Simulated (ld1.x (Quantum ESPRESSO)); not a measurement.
## Before and after: ultrasoft potential for molybdenum

```json
{
 "Element": "Mo",
 "Generator": "ld1.x (Quantum ESPRESSO) 7.5",
 "Type": "ultrasoft",
 "Functional": "LDA (PZ)",
 "Relativity": "scalar-relativistic",
 "Frozen core": "[Ar] 3d10",
 "Valence charge": "14",
 "Reference configuration": "4s2 4p6 4d4 5s2 5p0",
 "Partial waves": "4s (bound): rcut 1.50, rcutus 1.90 bohr; 5s (bound): rcut 1.50, rcutus 1.90 bohr; 4p (bound): rcut 1.60, rcutus 1.80 bohr; 5p (bound, empty): rcut 1.60, rcutus 1.80 bohr; 4d (bound): rcut 1.65, rcutus 1.90 bohr; 4d channel at 1.5 Ry: rcut 1.65, rcutus 1.90 bohr",
 "Local potential": "all-electron potential smoothed inside 1.85 bohr (lloc = -2)",
 "Core correction": "none",
 "Augmentation charge": "PSQ, inside the norm-conserving radii"
}
```

All-electron outer shells of the reference configuration (LDA (PZ), scalar-relativistic, ld1.x):

```csv
shell,level (eV),outermost node (bohr),outermost maximum (bohr)
3p,-381.81,0.17,0.38
3d,-224.24,–,0.32
4s,-67.11,0.51,0.99
4p,-41.15,0.52,1.06
4d,-5.80,0.53,1.37
5s,-5.08,1.33,2.82
5p,-1.55,1.52,3.76
```

Change: local potential all-electron potential smoothed inside 0.76 bohr (lloc = -2).

Cutoffs: the cutoffs (Ry, on a coarse ladder) from which the occupation-weighted sum of valence levels, in a spherical-Bessel basis at the reference potential, stays within 10 and 1 mRy of its value at 400 Ry; they do not see the model core or the augmentation charge, which bear on the density cutoff. Errors are all-electron minus pseudo energies relative to the spin-unpolarised reference configuration.

Problem. What does the change do?

Solution. A bound ghost appears in s, which as a rule spoils a file; the d channel binds one level more than in the base; the number of tests with a reliable result goes from 9 to 5 (the test run of the changed file stopped, so its transferability is not established); of the 5 tests that both files solve, the error grows in 0 and shrinks in 2 by more than 15 % and 0.3 meV (median size 3.8 → 2.9 meV); the range in which the s phases agree narrows (upper end at the end of the scan → 1.3); the range in which the p phases agree narrows (upper end at the end of the scan → 2.4). A state that the projectors do not describe sees the local part alone, so a deeper or shallower local part can create or remove a ghost.

| quantity | base | changed |
| --- | --- | --- |
| cutoffs, loose and tight | 30 Ry, 50 Ry | not determined |
| bound ghosts | none | s (p not tested, overlap not positive) |
| tests with a reliable result | 9 of 9 | 5 of 9 (the test run stopped) |
| error for 4s2 4p6 4d5 5s1 5p0, meV [ΔE -0.14 eV] | -2.1 | -2.1 |
| error for 4s2 4p6 4d5 5s0 5p0, meV [ΔE 7.05 eV] | -3.9 | -2.9 |
| error for 4s2 4p6 4d4 5s0 5p0, meV [ΔE 22.75 eV] | -3.8 | -3.5 |
| error for 4s2 4p6 4d5 5s0 5p1, meV [ΔE 3.11 eV] | -3.6 | -3.3 |
| error for 4s2 4p6 4d6 5s0 5p0, meV [ΔE 0.68 eV] | -4.1 | -2.6 |
| s: phases at 2.05 bohr within 0.05 rad from the reference energy up to (Ry; the scan ends near 5) | to the end of the scan | 1.3 |
| p: phases at 2.05 bohr within 0.05 rad from the reference energy up to (Ry; the scan ends near 5) | to the end of the scan | 2.4 |
| d: phases at 2.05 bohr within 0.05 rad from the reference energy up to (Ry; the scan ends near 5) | to the end of the scan | to the end of the scan |
| lowest overlap eigenvalue by channel | s 0.08, p 0.15, d 0.90 | s 0.01, p -0.09, d 0.89 |

Changed file: the overlap operator is not positive definite in a basis up to 400 Ry (lowest eigenvalue p -0.09), so the file is unfit for use: the generalised eigenproblem breaks down once the basis is large enough, and its test numbers describe a broken file. A true bound ghost makes a file unfit for plane-wave use even where its test errors are small: the radial tests pick states by their node count and pass the ghost by.
